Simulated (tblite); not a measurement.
Compound: C₄H₃BrFO (doublet state).
SMILES with atom numbers: `[CH3:1][C:2](=[O:3])/[C:4]=[C:5](/[F:6])[Br:7]` (hydrogens: H8, H9, H10 on C1)
Bond orders are those of one Lewis drawing.

Computed with GFN2-xTB (tblite), gas phase: L-BFGS steps from a force-field or distance-geometry start until the largest atomic force falls under 0.01 eV/Å.

Step 48: E = -621.6480 eV
```
atom  x, y, z in Å  |  force x, y, z in eV/Å
C1     -1.5258    0.0391    0.5655   -0.016   0.011   0.001
C2     -0.5479   -0.5298   -0.4286   -0.043   0.037   0.000
O3     -0.8600   -1.0148   -1.4985    0.023  -0.013   0.038
C4      0.8172   -0.4479   -0.0337    0.016  -0.035  -0.018
C5      1.9902    0.0500   -0.1578   -0.020   0.001  -0.034
F6      3.1155   -0.3057    0.4265    0.017  -0.002   0.024
Br7     2.3039    1.6383   -1.3020   -0.011   0.007   0.008
H8     -1.5087    1.1267    0.4924    0.009  -0.018   0.024
H9     -2.5300   -0.3090    0.3355    0.032  -0.001  -0.008
H10    -1.2455   -0.2424    1.5782   -0.006   0.013  -0.035
```

Step 49: E = -621.6484 eV
```
atom  x, y, z in Å  |  force x, y, z in eV/Å
C1     -1.5243    0.0402    0.5644   -0.022   0.023  -0.005
C2     -0.5464   -0.5369   -0.4254   -0.053   0.032   0.001
O3     -0.8589   -1.0274   -1.4928    0.015  -0.012   0.040
C4      0.8187   -0.4534   -0.0317    0.023  -0.029  -0.012
C5      1.9887    0.0507   -0.1576   -0.019  -0.003  -0.044
F6      3.1188   -0.3050    0.4166    0.024  -0.003   0.034
Br7     2.2913    1.6476   -1.2935   -0.015   0.007   0.009
H8     -1.4929    1.1276    0.4930    0.011  -0.012   0.029
H9     -2.5316   -0.2934    0.3250    0.046  -0.010   0.004
H10    -1.2546   -0.2453    1.5795   -0.010   0.007  -0.057
```

Step 50: E = -621.6488 eV
```
atom  x, y, z in Å  |  force x, y, z in eV/Å
C1     -1.5226    0.0419    0.5630   -0.019   0.035  -0.014
C2     -0.5449   -0.5446   -0.4215   -0.041   0.016   0.001
O3     -0.8572   -1.0431   -1.4850   -0.005  -0.014   0.029
C4      0.8208   -0.4604   -0.0301    0.022  -0.018   0.002
C5      1.9872    0.0514   -0.1584   -0.009  -0.010  -0.040
F6      3.1227   -0.3045    0.4056    0.020   0.002   0.033
Br7     2.2751    1.6587   -1.2831   -0.015   0.006   0.010
H8     -1.4736    1.1284    0.4946    0.008   0.006   0.032
H9     -2.5327   -0.2747    0.3122    0.051  -0.020   0.015
H10    -1.2659   -0.2485    1.5802   -0.011  -0.004  -0.068
```

Step 51: E = -621.6493 eV
```
atom  x, y, z in Å  |  force x, y, z in eV/Å
C1     -1.5212    0.0440    0.5612   -0.003   0.042  -0.022
C2     -0.5441   -0.5516   -0.4179   -0.010  -0.004  -0.001
O3     -0.8564   -1.0593   -1.4766   -0.031  -0.018   0.009
C4      0.8228   -0.4659   -0.0300    0.009  -0.007   0.020
C5      1.9862    0.0521   -0.1603    0.005  -0.016  -0.025
F6      3.1257   -0.3042    0.3965    0.009   0.011   0.022
Br7     2.2603    1.6695   -1.2727   -0.010   0.005   0.008
H8     -1.4550    1.1292    0.4973    0.001   0.033   0.030
H9     -2.5328   -0.2576    0.3005    0.036  -0.027   0.018
H10    -1.2767   -0.2515    1.5795   -0.006  -0.019  -0.059
```

Q: Estimate the geometry and energy of step 52. (The exact step hangs on the optimiser's Hessian estimate; all steps are aligned on step 51, rigid shifts and turns removed.)

A: E = -621.6498 eV, largest force 0.060 eV/Å
```
atom  x, y, z in Å  |  force x, y, z in eV/Å
C1     -1.5196    0.0468    0.5590    0.015   0.044  -0.027
C2     -0.5439   -0.5591   -0.4147    0.026  -0.017  -0.006
O3     -0.8574   -1.0785   -1.4671   -0.052  -0.023  -0.009
C4      0.8243   -0.4696   -0.0312   -0.008  -0.004   0.033
C5      1.9853    0.0533   -0.1631    0.021  -0.021  -0.004
F6      3.1280   -0.3039    0.3882   -0.006   0.021   0.007
Br7     2.2475    1.6813   -1.2613   -0.005   0.004   0.005
H8     -1.4352    1.1305    0.5009   -0.009   0.053   0.027
H9     -2.5324   -0.2405    0.2893    0.017  -0.026   0.014
H10    -1.2878   -0.2556    1.5776    0.003  -0.033  -0.040
```

The energy changes by -0.0005 eV. The first-order estimate −F·Δx gives -0.0006 eV and the mean of the old and new forces, exact on a quadratic surface, -0.0005 eV. The step makes an angle of 84° with the force vector and moves no atom by more than 0.021 Å.

The cost below is that of the whole relaxation. The run took 0.47 s wall on one thread, Arm Neoverse V2 (aarch64), on a shared host.
